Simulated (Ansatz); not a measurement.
`B[SiH]([GeH3])C#N` + `[SH][GeH3]` → `[GeH3][S][GeH3]` + `B[SiH2]C#N`  (cleavage of the Ge–Si bond)

Calculated with Ansatz (gas phase, PBE0-D4/def2-TZVP geometries, no zero-point term in ΔE). CCSD(T)/CBS is the MP2 limit (def2-TZVPP, def2-QZVPP) plus CCSD(T) − MP2 in def2-TZVPP, frozen cores. For Ge outer-core shells are correlated without core-valence functions, which leaves a few kJ/mol of doubt a bond. Scalar relativity is left out up to krypton.

```csv
species,CCSD(T)/CBS(def2) energy (Eh)
`B[SiH]([GeH3])C#N`,-2486.30184
`[SH][GeH3]`,-2476.30083
`[GeH3][S][GeH3]`,-4553.63258
`B[SiH2]C#N`,-408.97966
```

Q: Work out ΔE.

A: ΔE = (-4553.63258) + (-408.97966) − (-2486.30184) − (-2476.30083) = -0.00957 Eh = -25.1 kJ/mol.

Largest T1 diagnostic among the species: 0.014.

In def2-TZVPP, CCSD(T) changes the Hartree–Fock value by +15.3 kJ/mol (the triples alone add +1.0 kJ/mol) and MP2 by +10.1 kJ/mol. From BLYP to BHLYP (50 % exact exchange), in def2-TZVPP and without D4, ΔE moves by −10.7 kJ/mol. Leaving LDA and LC-ωPBE aside and taking each functional with its dispersion term where it has one, the values, not all of them listed here, spread over 16.3 kJ/mol, from BHLYP-D4 to PBE-D4. LDA lies +3.1 kJ/mol from PBE without D4.
